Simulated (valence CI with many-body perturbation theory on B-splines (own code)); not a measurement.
# Ir44+: E2, M1, M2 decay

Calculated by relativistic CI+MBPT: five valence electrons over a frozen Dirac-Fock core [Ar] 3d10, a basis of 9 s, 9 p, 8 d, 6 f, 3 g, 1 h functions for each j, with the one-electron correlation potential Σ1 (screened to all orders), the two-electron term Σ2, the three-electron term Σ3, Breit, model QED; selected single and double excitations, second order for the rest (own B-spline code, finite nucleus).

The last digits are not significant, and no measured levels were compared; by estimate large intervals hold to a few tenths of a per cent, small ones and those within an open d or f shell to about a per cent. Among the levels kept, up to 310 cm⁻¹ of a level comes from second order outside the variational space, and about a tenth of that is noise between levels of different J, which matters for small intervals.

Lines 1 to 20 of 20 in falling wavelength, among levels below 3516.1 × 10³ cm⁻¹, chosen from the decays that carry over 1 % of a level's rate. Wavelengths and rates use the calculated energies. Electric multipoles are in the length gauge, E1 and E2 with the static RPA response of the core. Weak lines are less certain than strong ones. Lines between different terms over intervals too small for the method are left out, as are lines whose strength nearly cancels. The highest levels of a list are the least certain.

Levels are named by their leading jj configuration (3d3/2^4 stands for four electrons in 3d with j = 3/2), which in mixed levels can hold well under half, so a name can repeat and another be missing. Letters in brackets count levels of one name in rising energy.

| λ vac (nm) | Upper | Lower | Type | A (s⁻¹) | Branch % |
| --- | --- | --- | --- | --- | --- |
| 48.49 | (4s^2 4p1/2 4p3/2 4d5/2) J=9/2 | (4s^2 4p1/2 4p3/2 4d3/2) J=7/2 | M1 | 1.00e+05 | 29.3 |
| 14.13 | (4s^2 4p1/2 4p3/2 4d5/2) J=9/2 | (4s 4p1/2^2 4p3/2^2) J=5/2 | E2 | 9.58e+03 | 2.8 |
| 12.36 | (4s^2 4p3/2^2 4d5/2) J=9/2 | (4s^2 4p1/2 4p3/2 4d5/2) J=7/2 [b] | M1 | 3.79e+06 | 23.1 |
| 11.12 | (4s^2 4p1/2 4p3/2^2) J=3/2 | (4s^2 4p1/2^2 4p3/2) J=3/2 | M1 | 1.37e+07 | 99.0 |
| 11.12 | (4s^2 4p1/2 4p3/2^2) J=3/2 | (4s^2 4p1/2^2 4p3/2) J=3/2 | E2 | 1.40e+05 | 1.0 |
| 11.10 | (4s^2 4p1/2 4p3/2 4d5/2) J=9/2 | (4s^2 4p1/2^2 4d5/2) J=5/2 | E2 | 2.21e+05 | 64.6 |
| 11.02 | (4s^2 4p3/2^3) J=3/2 | (4s^2 4p1/2 4p3/2^2) J=1/2 | M1 | 3.44e+06 | 12.4 |
| 10.84 | (4s^2 4p3/2^2 4d5/2) J=9/2 | (4s^2 4p1/2 4p3/2 4d5/2) J=9/2 | M1 | 6.01e+06 | 36.6 |
| 10.84 | (4s^2 4p3/2^2 4d5/2) J=9/2 | (4s^2 4p1/2 4p3/2 4d5/2) J=9/2 | E2 | 3.02e+05 | 1.8 |
| 10.58 | (4s^2 4p1/2 4p3/2^2) J=5/2 | (4s^2 4p1/2^2 4p3/2) J=3/2 | M1 | 2.38e+06 | 80.7 |
| 10.58 | (4s^2 4p1/2 4p3/2^2) J=5/2 | (4s^2 4p1/2^2 4p3/2) J=3/2 | E2 | 5.68e+05 | 19.3 |
| 10.35 | (4s^2 4p3/2^3) J=3/2 | (4s^2 4p1/2 4p3/2^2) J=5/2 | M1 | 4.05e+06 | 14.6 |
| 10.35 | (4s^2 4p3/2^3) J=3/2 | (4s^2 4p1/2 4p3/2^2) J=5/2 | E2 | 1.04e+06 | 3.7 |
| 10.26 | (4s^2 4p3/2^2 4d5/2) J=9/2 | (4s^2 4p1/2 4p3/2 4d5/2) J=7/2 [a] | M1 | 4.89e+06 | 29.8 |
| 10.26 | (4s^2 4p3/2^2 4d5/2) J=9/2 | (4s^2 4p1/2 4p3/2 4d5/2) J=7/2 [a] | E2 | 2.79e+05 | 1.7 |
| 9.958 | (4s^2 4p1/2 4p3/2^2) J=1/2 | (4s^2 4p1/2^2 4p3/2) J=3/2 | M1 | 8.42e+06 | 94.0 |
| 9.958 | (4s^2 4p1/2 4p3/2^2) J=1/2 | (4s^2 4p1/2^2 4p3/2) J=3/2 | E2 | 5.38e+05 | 6.0 |
| 9.874 | (4s^2 4p3/2^3) J=3/2 | (4s^2 4p1/2 4p3/2^2) J=3/2 | M1 | 1.69e+07 | 61.2 |
| 8.856 | (4s^2 4p3/2^2 4d5/2) J=9/2 | (4s^2 4p1/2 4p3/2 4d3/2) J=7/2 | M1 | 1.76e+05 | 1.1 |
| 6.539 | (4s^2 4p1/2 4p3/2 4d5/2) J=9/2 | (4s^2 4p1/2 4p3/2^2) J=5/2 | M2 | 8.95e+03 | 2.6 |
